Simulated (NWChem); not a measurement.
Molecule: CaH$_{2}$SO; SMILES [OH][Ca][SH]

```xyz
5

Ca     0.4611    -0.4578     0.3387
O      0.2951    -2.3997    -0.0259
H      0.1492    -3.3196    -0.2481
S     -0.1672     2.0759     0.1921
H     -1.2316     1.8859    -0.6208
```
Atoms are numbered in this order, from 1.

Program: NWChem. Pople sets run with spherical d functions. All runs use the structure optimised with PBE0/def2-SVP. Level: PBE0/6-31+G*; the question gives the wavelength of the field.

Question: Predict the results for field static. Quantities: isotropic polarisability (bohr³); anisotropy (bohr³).

Answer: 
| Property | Value |
|---|---|
| isotropic polarisability (bohr³) | 46.4 |
| anisotropy (bohr³) | 20.0 |
